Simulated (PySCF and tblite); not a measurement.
Results of a calculation; reference values are marked as such.
C8H13F, numbered as in [CH3:1][C@H:2]1[CH2:3][C@@H:4]2[CH2:5][C@@H:6]2[CH2:7][C@@H:8]1[F:9].

Search: ETKDG and KDG, MMFF94s, GFN2-xTB, 60 starts; geometries at GFN2-xTB. Free energies are PBE0-D3(BJ)/pcSseg-1 single points with GFN2-xTB rigid-rotor and vibrational terms (modes under about 100 cm⁻¹ blended into free rotors). Symmetry numbers and mirror images are counted. Conformers within 2.5 kcal/mol (GFN2-xTB free energy) were kept, 2 at most. Of two unlike H on one atom, a is the less shielded (PBE0/pcSseg-1). Run with PySCF (density fitting) and tblite.

An NOE distance is ⟨r⁻⁶⟩^(−1/6) over all pairs of like atoms and, for the average, over conformers.

The 6-ring runs over atoms 2–3–4–6–7–8.

```json
{"conformer": "1", "shape": "6-ring half-chair (ring torsions -19, 2, -18, 50, -67, 49°)", "weight %": "82.0"}
{"conformer": "2", "shape": "6-ring half-chair (ring torsions 23, -2, 10, -40, 63, -52°)", "weight %": "18.0"}
```

Task: Which H–H contacts under 3.5 Å would NOEs report (pairs on one atom left out) at 298.15 K?

Result: 
```tsv
pair	in 1 (Å)	in 2 (Å)	average (Å)
H6 ··· H7a	2.34	2.37	2.34
H3b ··· H4	2.39	2.33	2.38
H7a ··· H8	2.44	2.35	2.42
H2 ··· H3a	2.45	2.38	2.44
H2 ··· H5b	2.36	4.14	2.44
H4 ··· H6	2.47	2.47	2.47
H4 ··· H5a	2.49	2.51	2.49
H5a ··· H6	2.50	2.50	2.50
H5b ··· H7b	2.52	2.84	2.56
H1 ··· H2	2.59	2.59	2.59
H2 ··· H7b	2.55	4.24	2.63
H3b ··· H8	2.55	4.29	2.63
H3a ··· H4	2.61	2.90	2.65
H1 ··· H3b	2.78	2.84	2.79
H3a ··· H5b	2.98	2.45	2.82
H6 ··· H7b	2.87	2.68	2.83
H2 ··· H8	3.06	2.45	2.86
H2 ··· H3b	3.05	2.52	2.89
H7b ··· H8	3.05	2.56	2.90
H1 ··· H8	2.96	2.90	2.95
H1 ··· H3a	2.94	3.88	3.02
H4 ··· H5b	3.09	3.09	3.09
H5b ··· H6	3.09	3.09	3.09
```

Longer pairs under the limit may be missing.

Task: In a model where alignment follows shape alone (order matrix 0.002 × (3G/tr G − 1)/2, G the second moments of the atom positions; splitting J + 2D), what are the one-bond C–H dipolar couplings D?

Result: H1 4.1 Hz (5.2 in conformer 1), H2 10.2 Hz (12.3 in conformer 1), H3b 8.2 Hz (9.9 in conformer 1), H3a 5.0 Hz (4.7 in conformer 1), H4 4.3 Hz (4.2 in conformer 1), H5b 7.5 Hz (7.2 in conformer 1), H5a -13.0 Hz (-14.1 in conformer 1), H6 -3.3 Hz (-5.5 in conformer 1), H7b 10.7 Hz (13.3 in conformer 1), H7a 4.0 Hz (4.3 in conformer 1), H8 9.9 Hz (13.0 in conformer 1).

The cap on conformers cut off some of the population, so the set may be incomplete.
